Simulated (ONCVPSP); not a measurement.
Plane-wave convergence, ONCV potential for argon (Ar)

```
Element                 : argon
Generator               : ONCVPSP 4.0.1
Type                    : optimised norm-conserving Vanderbilt (ONCV)
Functional              : BLYP
Relativity              : scalar-relativistic
Frozen core             : [He]
Valence charge          : 16
Reference configuration : 2s2 2p6 3s2 3p4 (charge +2)
Partial waves           : 2s+3s: rc 0.40 bohr, ncon 5, nbas 10, qcut 31.5 1/bohr, 3 projectors, debl 1 Ha; 2p+3p: rc 0.65 bohr, ncon 4, nbas 7, qcut 17.6 1/bohr, 2 projectors; d scattering state at 0.06 Ha: rc 0.55 bohr, ncon 4, nbas 7, qcut 19.7 1/bohr, 1 projector
Local potential         : polynomial inside 0.30 bohr (lpopt 5, dvloc0 -1 Ha)
Core correction         : Teter function, fcfact 5.75, rcfact 1.7
```

In the s channel the program set the typed energies aside and used -12.014, -1.851, 0.250 Ha.

For each optimised wave give the share of its norm inside rc, the residual kinetic energy above qcut (Ha) and the cutoffs (Ha) for errors of 10, 1, 0.1 and 0.01 mHa per electron.

```csv
wave,norm inside rc,residual KE,10 mHa,1 mHa,0.1 mHa,0.01 mHa
2s,0.525,2.6e-06,276.1,351.5,412.9,461.9
3s,0.049,8.0e-07,204.7,288.4,356.1,413.1
s projector 3,0.006,6.6e-08,111.9,216.0,298.4,367.2
2p,0.917,2.2e-03,137.5,210.3,363.0,524.8
3p,0.052,1.3e-03,127.7,158.6,366.6,460.5
d projector 1,0.009,7.8e-06,48.2,99.7,148.7,189.1
```

The occupied waves need 352 Ha and 413 Ha for 1 and 0.1 mHa. Rows with under 1 % of the norm inside rc give no meaningful cutoff. Note: ghosts flagged at negative energy: s at -1867.0 eV; no localised positive-energy state flagged. A true bound ghost makes a file unfit for plane-wave use.
